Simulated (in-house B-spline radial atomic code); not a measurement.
Configurations of Te, with energies counted from [Kr] 4d10 5s2 (5p1/2)2 (5p3/2)2. Method: Dirac-Hartree-Fock, average of each configuration as written, Fermi nucleus of rms radius 4.7423 fm. Calculated with an all-electron radial atomic-structure program (B-spline basis). Energies include first-order Breit, QED and recoil terms.

Occupations are held fixed; configurations that lie above the ionisation limit could autoionise.

| configuration | E - E(ref) (eV) | highest orbital | its <r> (bohr) |
| --- | --- | --- | --- |
| [Kr] 4d10 5s2 (5p3/2)4 | 1.8268 | 5p3/2 | 2.711 |
| [Kr] 4d10 5s2 (5p1/2)2 (5p3/2)1 (8d3/2)1 | 8.2848 | 8d3/2 | 46.64 |
| [Kr] 4d10 (4f7/2)1 5s1 (5p3/2)4 | 20.666 | 4f7/2 | 17.93 |
| [Kr] (4d3/2)4 (4d5/2)5 5s2 (5p1/2)2 (5p3/2)2 (9d3/2)1 | 47.472 | 9d3/2 | 64.64 |
| [Kr] (4d3/2)3 (4d5/2)6 5s2 (5p1/2)2 (5p3/2)2 (7f5/2)1 | 49.052 | 7f5/2 | 67.36 |
| [Ar] (3d3/2)3 (3d5/2)6 4s2 4p6 4d10 5s2 (5p1/2)2 (5p3/2)2 (8p1/2)1 | 591.09 | 8p1/2 | 30.13 |

(1) Order these further configurations by energy, lowest first.
A. [Ar] (3d3/2)4 (3d5/2)5 4s2 4p6 4d10 5s2 (5p3/2)4 (7p3/2)1
B. [Kr] 4d10 5s2 (5p1/2)2 (5p3/2)1 (6g9/2)1
C. [Ar] (3d3/2)3 (3d5/2)6 4s2 4p6 4d10 (4f7/2)1 5s2 (5p1/2)1 (5p3/2)3
D. [Kr] 4d10 5s1 (5p3/2)4 (5g7/2)1
E. [Ar] (3d3/2)4 (3d5/2)5 4s2 4p6 4d10 5s2 (5p1/2)2 (5p3/2)2 6s1

(2) How far above the reference does [Kr] (4d3/2)4 (4d5/2)5 5s2 (5p3/2)4 8s1 lie?

## Answers

(1) B (8.3168 eV), D (20.973 eV), E (578.15 eV), A (582.71 eV), C (591.72 eV).

(2) 49.49 eV; its least bound orbital is 8s1/2 with <r> = 25.42 bohr.
